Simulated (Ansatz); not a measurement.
Ansatz (a first-principles code) input file for Sb(H)(SiH3)2 (H₇SbSi₂), SMILES [SiH3][SbH][SiH3], r2SCAN-D4/def2-SVP. 

Ansatz 0.2 input:
```yaml
crystal:
  periodic: [false, false, false]
  atoms:
    - {symbol: Sb, position_ang: [-0.34581753, -0.44597579, 0.40976200]}
    - {symbol: H, position_ang: [-0.93775673, -1.24697578, -0.95922021]}
    - {symbol: Si, position_ang: [-0.97689045, 1.80134406, -0.57767200]}
    - {symbol: H, position_ang: [-0.56730816, 2.02138368, -1.96342501]}
    - {symbol: H, position_ang: [-0.36402836, 2.85101302, 0.23334919]}
    - {symbol: H, position_ang: [-2.42461634, 1.97833547, -0.51337326]}
    - {symbol: Si, position_ang: [2.00537346, -0.47300668, -0.53689453]}
    - {symbol: H, position_ang: [2.14356771, 0.02308356, -1.90521308]}
    - {symbol: H, position_ang: [2.53453883, -1.83376974, -0.50450986]}
    - {symbol: H, position_ang: [2.85353532, 0.35497171, 0.31846141]}
basis:
  gaussian:
    orbitals: def2-SVP
hamiltonian:
  xc: r2scan
  dispersion: d4
relax: {f_tol: 0.002, max_steps: 200}
```

Output:

```
WARN ansatz: RAYON_NUM_THREADS=1 ignored (pool sized by the plan → 1); use --threads N
Functional definition: r2SCAN
integrals: 0.05 GiB planned
1114 factors; their error is unknown
mean field: 0.26 GiB planned
mean field evaluation 1: about -22401.8824 eV, gradient 1.4e1 eV
mean field evaluation 2: about -22402.1429 eV, gradient 1.2e1 eV
mean field evaluation 4: about -22402.7612 eV, gradient 4.5e-1 eV
mean field evaluation 8: about -22402.6925 eV, gradient 2.0e-2 eV
mean field -22402.69251989 eV, -823.2837650156 hartree, gradient 1.9e-5 eV, S^2 0.000000; 0 other end points of the search recorded, 0 dependent functions left out
the calculation of the forces begins
reference -22402.69253109 eV, -823.2837654272 hartree; 29, 29 occupied and 68, 68 virtual orbitals, 1114 factors
relax step   1: F+E_penalty+E_count = -22402.75259868 eV  Δ(F+E_penalty+E_count) = +0.000e0 eV  max|allowed force component| = 6.825e-1 eV/Å  Δτ_max = 0.0000 Å  (24 SCF iters, accepted)
these checks for a lower state are left out or cut short: starts, cluster_reference, orbital_swaps, neighbouring_geometries, increment
integrals: 0.05 GiB planned
1114 factors; their error is unknown
mean field: 0.26 GiB planned
mean field evaluation 16: about -22402.8234 eV, gradient 7.2e-2 eV
mean field -22402.75306990 eV, -823.2859901873 hartree, gradient 1.6e-5 eV, S^2 0.000000; 0 other end points of the search recorded, 0 dependent functions left out
the calculation of the forces begins
reference -22402.75308127 eV, -823.2859906052 hartree; 29, 29 occupied and 68, 68 virtual orbitals, 1114 factors
relax step   2: F+E_penalty+E_count = -22402.81311229 eV  Δ(F+E_penalty+E_count) = -6.051e-2 eV  max|allowed force component| = 5.306e-1 eV/Å  Δτ_max = 0.1573 Å  (27 SCF iters, accepted)
these checks for a lower state are left out or cut short: starts, cluster_reference, orbital_swaps, neighbouring_geometries, increment
integrals: 0.05 GiB planned
1114 factors; their error is unknown
mean field: 0.26 GiB planned
mean field -22402.79516898 eV, -823.2875373002 hartree, gradient 2.4e-5 eV, S^2 0.000000; 0 other end points of the search recorded, 0 dependent functions left out
the calculation of the forces begins
reference -22402.79518028 eV, -823.2875377154 hartree; 29, 29 occupied and 68, 68 virtual orbitals, 1114 factors
relax step   3: F+E_penalty+E_count = -22402.85509412 eV  Δ(F+E_penalty+E_count) = -4.198e-2 eV  max|allowed force component| = 1.473e-1 eV/Å  Δτ_max = 0.1299 Å  (27 SCF iters, accepted)
these checks for a lower state are left out or cut short: starts, cluster_reference, orbital_swaps, neighbouring_geometries, increment
integrals: 0.05 GiB planned
1114 factors; their error is unknown
mean field: 0.26 GiB planned
mean field evaluation 32: about -22402.7990 eV, gradient 2.4e-5 eV
mean field -22402.79900216 eV, -823.2876781667 hartree, gradient 2.3e-5 eV, S^2 0.000000; 0 other end points of the search recorded, 0 dependent functions left out
the calculation of the forces begins
reference -22402.79901346 eV, -823.2876785820 hartree; 29, 29 occupied and 68, 68 virtual orbitals, 1114 factors
relax step   4: F+E_penalty+E_count = -22402.85911695 eV  Δ(F+E_penalty+E_count) = -4.023e-3 eV  max|allowed force component| = 2.847e-2 eV/Å  Δτ_max = 0.0217 Å  (28 SCF iters, accepted)
these checks for a lower state are left out or cut short: starts, cluster_reference, orbital_swaps, neighbouring_geometries, increment
integrals: 0.05 GiB planned
1114 factors; their error is unknown
mean field: 0.26 GiB planned
mean field -22402.79980427 eV, -823.2877076440 hartree, gradient 2.3e-5 eV, S^2 0.000000; 0 other end points of the search recorded, 0 dependent functions left out
the calculation of the forces begins
reference -22402.79981558 eV, -823.2877080593 hartree; 29, 29 occupied and 68, 68 virtual orbitals, 1114 factors
relax step   5: F+E_penalty+E_count = -22402.85999020 eV  Δ(F+E_penalty+E_count) = -8.733e-4 eV  max|allowed force component| = 2.061e-2 eV/Å  Δτ_max = 0.0125 Å  (28 SCF iters, accepted)
these checks for a lower state are left out or cut short: starts, cluster_reference, orbital_swaps, neighbouring_geometries, increment
integrals: 0.05 GiB planned
1114 factors; their error is unknown
mean field: 0.26 GiB planned
mean field -22402.80204102 eV, -823.2877898429 hartree, gradient 2.5e-5 eV, S^2 0.000000; 0 other end points of the search recorded, 0 dependent functions left out
the calculation of the forces begins
reference -22402.80205232 eV, -823.2877902583 hartree; 29, 29 occupied and 68, 68 virtual orbitals, 1114 factors
relax step   6: F+E_penalty+E_count = -22402.86246322 eV  Δ(F+E_penalty+E_count) = -2.473e-3 eV  max|allowed force component| = 1.091e-2 eV/Å  Δτ_max = 0.0733 Å  (27 SCF iters, accepted)
these checks for a lower state are left out or cut short: starts, cluster_reference, orbital_swaps, neighbouring_geometries, increment
integrals: 0.05 GiB planned
1114 factors; their error is unknown
mean field: 0.26 GiB planned
mean field -22402.80236117 eV, -823.2878016083 hartree, gradient 2.5e-5 eV, S^2 0.000000; 0 other end points of the search recorded, 0 dependent functions left out
the calculation of the forces begins
reference -22402.80237245 eV, -823.2878020229 hartree; 29, 29 occupied and 68, 68 virtual orbitals, 1114 factors
relax step   7: F+E_penalty+E_count = -22402.86301817 eV  Δ(F+E_penalty+E_count) = -5.549e-4 eV  max|allowed force component| = 2.226e-2 eV/Å  Δτ_max = 0.0679 Å  (27 SCF iters, accepted)
these checks for a lower state are left out or cut short: starts, cluster_reference, orbital_swaps, neighbouring_geometries, increment
integrals: 0.05 GiB planned
1114 factors; their error is unknown
mean field: 0.26 GiB planned
mean field -22402.80249344 eV, -823.2878064690 hartree, gradient 1.5e-5 eV, S^2 0.000000; 0 other end points of the search recorded, 0 dependent functions left out
the calculation of the forces begins
reference -22402.80250472 eV, -823.2878068836 hartree; 29, 29 occupied and 68, 68 virtual orbitals, 1114 factors
relax step   8: F+E_penalty+E_count = -22402.86311799 eV  Δ(F+E_penalty+E_count) = -9.983e-5 eV  max|allowed force component| = 6.769e-3 eV/Å  Δτ_max = 0.0068 Å  (22 SCF iters, accepted)
these checks for a lower state are left out or cut short: starts, cluster_reference, orbital_swaps, neighbouring_geometries, increment
integrals: 0.05 GiB planned
1114 factors; their error is unknown
mean field: 0.26 GiB planned
mean field evaluation 64: about -22402.8025 eV, gradient 1.1e-1 eV
mean field -22402.80251162 eV, -823.2878071371 hartree, gradient 2.6e-5 eV, S^2 0.000000; 0 other end points of the search recorded, 0 dependent functions left out
the calculation of the forces begins
reference -22402.80252290 eV, -823.2878075517 hartree; 29, 29 occupied and 68, 68 virtual orbitals, 1114 factors
relax step   9: F+E_penalty+E_count = -22402.86313987 eV  Δ(F+E_penalty+E_count) = -2.187e-5 eV  max|allowed force component| = 1.136e-3 eV/Å  Δτ_max = 0.0036 Å  (21 SCF iters, accepted)
these checks for a lower state are left out or cut short: starts, cluster_reference, orbital_swaps, neighbouring_geometries, increment
integrals: 0.05 GiB planned
1114 factors; their error is unknown
mean field: 0.26 GiB planned
mean field -22402.80250730 eV, -823.2878069784 hartree, gradient 2.5e-5 eV, S^2 0.000000; 0 other end points of the search recorded, 0 dependent functions left out
the calculation of the forces begins
reference -22402.80251858 eV, -823.2878073930 hartree; 29, 29 occupied and 68, 68 virtual orbitals, 1114 factors
relax step  10: F+E_penalty+E_count = -22402.86314187 eV  Δ(F+E_penalty+E_count) = -2.000e-6 eV  max|allowed force component| = 1.835e-3 eV/Å  Δτ_max = 0.0041 Å  (20 SCF iters, accepted)
these checks for a lower state are left out or cut short: starts, cluster_reference, orbital_swaps, neighbouring_geometries, increment
integrals: 0.05 GiB planned
1114 factors; their error is unknown
mean field: 0.26 GiB planned
mean field -22402.80251032 eV, -823.2878070891 hartree, gradient 9.4e-6 eV, S^2 0.000000; 0 other end points of the search recorded, 0 dependent functions left out
the calculation of the forces begins
reference -22402.80252160 eV, -823.2878075037 hartree; 29, 29 occupied and 68, 68 virtual orbitals, 1114 factors
relax step  11: F+E_penalty+E_count = -22402.86314473 eV  Δ(F+E_penalty+E_count) = -2.867e-6 eV  max|allowed force component| = 1.908e-3 eV/Å  Δτ_max = 0.0044 Å  (21 SCF iters, accepted)
integrals: 0.05 GiB planned
1114 factors; their error is unknown
mean field: 0.26 GiB planned
mean field evaluation 96: about -22402.8025 eV, gradient 7.8e-5 eV
mean field -22402.80251032 eV, -823.2878070891 hartree, gradient 9.6e-6 eV, S^2 0.000000; 1 other end points of the search recorded, 0 dependent functions left out
the calculation of the forces begins
reference -22402.80252160 eV, -823.2878075037 hartree; 29, 29 occupied and 68, 68 virtual orbitals, 1114 factors
Total energy: -22402.86315601 eV, -823.2900357774 hartree
Atom 0 at    -0.431273    -0.559213     0.408785 Å, force    -0.001122    -0.001908     0.001027 eV/Å
Atom 1 at    -0.984178    -1.302163    -1.039761 Å, force     0.000690     0.001225     0.000336 eV/Å
Atom 2 at    -0.931355     1.786070    -0.561934 Å, force     0.001142    -0.000978     0.000003 eV/Å
Atom 3 at    -0.487978     1.925190    -1.982232 Å, force    -0.000054     0.000705    -0.000278 eV/Å
Atom 4 at    -0.211076     2.798014     0.269802 Å, force    -0.000607     0.000638    -0.000130 eV/Å
Atom 5 at    -2.398226     2.059506    -0.480757 Å, force    -0.000488     0.000238    -0.000218 eV/Å
Atom 6 at     1.975875    -0.437712    -0.531141 Å, force    -0.001524     0.000659    -0.000187 eV/Å
Atom 7 at     2.015523     0.030331    -1.949837 Å, force     0.000528    -0.000211    -0.000358 eV/Å
Atom 8 at     2.615352    -1.785566    -0.445148 Å, force     0.000429    -0.000431     0.000080 eV/Å
Atom 9 at     2.757933     0.515948     0.313488 Å, force     0.001006     0.000062    -0.000277 eV/Å
Dipole moment:    -0.008774    -0.011315    -0.001270 e Å
```

Self-consistency was reached.

Cost: very roughly 80 core-seconds.
